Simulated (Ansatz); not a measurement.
Stepwise reaction of `[NH2][Al]([NH2])[F]` with water, as a gas-phase model of exchange steps in deposition or etching. ΔE in kJ/mol; ΔG adds harmonic PBE0-D4 terms to CCSD(T)/CBS, at 1 bar.

Program: Ansatz. Geometries: PBE0-D4/def2-TZVP. ΔE: electronic, gas phase. CCSD(T)/CBS adds triple-zeta CCSD(T) − MP2 to the extrapolated MP2 energy (def2 sets, frozen cores). This one scheme is used for every species. Functionals use def2-TZVPP. B3LYP here is the variant with VWN-RPA as its local correlation; programs differ in this. One conformer a species, not always the lowest.

```json
{"step": "1", "reaction": "`[NH2][Al]([NH2])[F]` + H₂O → `[NH2][Al]([OH])[F]` + NH₃", "PBE-D4": "-43.2", "B3LYP-D4": "-45.6", "ωB97M-V": "-44.7", "CCSD(T)/CBS": "-43.2", "ΔG(500 K)": "-42.1"}
```

(1) Give the row of step 2, `[NH2][Al]([OH])[F]` + H₂O → `[OH][Al]([OH])[F]` + NH₃. (Best estimate.)

(2) By hand: ΔE of the 2 steps together at CCSD(T)/CBS.

Answers

(1) The calculation gave: 
```
step                                                reaction  PBE-D4  B3LYP-D4  ωB97M-V  CCSD(T)/CBS  ΔG(500 K)
   2  `[NH2][Al]([OH])[F]` + H₂O → `[OH][Al]([OH])[F]` + NH₃   -44.7     -46.7    -46.0        -43.4      -36.4
```

(2) (-43.2) + (-43.4) = -86.6 kJ/mol, or -43.3 kJ/mol a step.

In ΔE the steps differ by no more than 0.2 kJ/mol. All are downhill at CCSD(T)/CBS. ΔG lies between -42.1 and -36.4 kJ/mol a step. PBE-D4 differs from CCSD(T)/CBS by -1.3 to 0.0 kJ/mol a step. Isolated molecules leave out the surface, adducts and barriers. Largest T1 diagnostic: 0.012.
